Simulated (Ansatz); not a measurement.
Molecule: CH3O2 (charge 0, doublet). It need not be the lowest isomer of its formula. SMILES: OC[O]
Coordinates optimised at B3LYP-D3(BJ)/def2-TZVP (Ansatz, an electronic-structure program):
```xyz
6

O     -1.0765     0.5026     0.2589
C     -0.1932    -0.4055    -0.1144
O      1.1593    -0.0281    -0.1621
H     -0.4514    -0.8247    -1.1074
H     -0.3238    -1.2660     0.5902
H      1.2720     0.7276     0.4291
```
Charge 0, spin multiplicity 2.

Computed values are from Ansatz. Cores are frozen in the correlated levels unless marked. UHF or UKS for open shells. No spin-orbit coupling. Non-relativistic. CBS(X,Y): correlation extrapolated as X^-3; Hartree-Fock from the larger set. [CCSD(T)-MP2]/basis is that difference in the basis named.

**Question.** What is the atomisation energy De at RI-MP2/CBS(cc-pVTZ,cc-pVQZ)+[CCSD(T)-MP2]/cc-pVTZ?

**Answer.** 2121.5 kJ/mol.

**Question.** What is the T1 diagnostic at CCSD/cc-pVTZ?

**Answer.** 0.024.

**Question.** What is the dipole moment at CCSD(T)/aug-cc-pVDZ?

**Answer.** 0.78 D.

**Question.** What is the total energy at RI-MP2/CBS(cc-pVTZ,cc-pVQZ)+[CCSD(T)-MP2]/cc-pVTZ?

**Answer.** -190.1081 Eh.
